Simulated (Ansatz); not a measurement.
```yaml
crystal:
  periodic: [false, false, false]
  atoms:
    - {symbol: O, position_ang: [-1.553243, -2.295047, -0.125978]}
    - {symbol: Zn, position_ang: [-0.546786, -0.825187, -0.042941]}
    - {symbol: Si, position_ang: [0.903386, 1.008898, 0.063636]}
    - {symbol: H, position_ang: [-2.504712, -2.187179, -0.153909]}
    - {symbol: H, position_ang: [2.075944, 0.823447, -0.835024]}
    - {symbol: H, position_ang: [1.416873, 1.215754, 1.445943]}
    - {symbol: H, position_ang: [0.208537, 2.259313, -0.351727]}
basis:
  gaussian: {orbitals: def2-mTZVP, point_charges: [{charge: 2.00, position_ang: [6.287, 0.151, 0.197]}]}
hamiltonian: {xc: {name: B3LYP-D3}}
scf: {lower_state_search: full}
output: {forces: true}
```

```sh
$ ansatz run in.yaml --threads 2 --pin off --events-out ev --progress --plain --max-ram 4352MiB
```

Shortened log:

```
Error: YAML parse error: error: line 13 column 19: hamiltonian.xc: no functional is named "B3LYP-D3"; the names, which are not case-sensitive, are SVWN5, SPW92, PBE, PBE0, PBEsol, revPBE, revPBE0, RPBE, rPW86-PBE, HSE06, wPBEh, LC-wPBE, HISS, HF, BLYP, B3LYP, B3LYP5, BHLYP, CAM-B3LYP, r2SCAN, r2SCANh, r2SCAN0, r2SCAN50, m-r2SCAN, B97, wB97, wB97X, wB97X-V, B97M-V, wB97M-V, B2PLYP, B2GP-PLYP, PBE0-DH, PBE-QIDH
  --> <input>:13:19
   |
11 | basis:
12 |   gaussian: {orbitals: def2-mTZVP, point_charges: [{charge: 2.00, position_ang: [6.…
13 | hamiltonian: {xc: {name: B3LYP-D3}}
   |                   ^ hamiltonian.xc: no functional is named "B3LYP-D3"; the names, which are not case-sensitive, are SVWN5, SPW92, PBE, PBE0, PBEsol, revPBE, revPBE0, RPBE, rPW86-PBE, HSE06, wPBEh, LC-wPBE, HISS, HF, BLYP, B3LYP, B3LYP5, BHLYP, CAM-B3LYP, r2SCAN, r2SCANh, r2SCAN0, r2SCAN50, m-r2SCAN, B97, wB97, wB97X, wB97X-V, B97M-V, wB97M-V, B2PLYP, B2GP-PLYP, PBE0-DH, PBE-QIDH
14 | scf: {lower_state_search: full}
15 | output: {forces: true}
   |
```

In this input the method's name isn't one that the program takes here. The program refused the input.
